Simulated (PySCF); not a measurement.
Cl3FTi, SMILES [F][Ti]([Cl])([Cl])[Cl], multiplicity 1. Coordinates come from a PBE-D3(BJ)/def2-SVP optimisation. The spin state was assumed, not searched.

Computed equilibrium geometry at PBE-D3(BJ)/def2-SVP (PySCF confirms it by a frequency run) as a Z-matrix, and its point group:
point group C3v.
```
Ti
F 1 1.7340
Cl 1 2.1779 2 109.13
Cl 1 2.1779 2 109.13 3 -120.00
Cl 1 2.1779 2 109.13 4 -120.00
```
Charge 0, spin multiplicity 1.
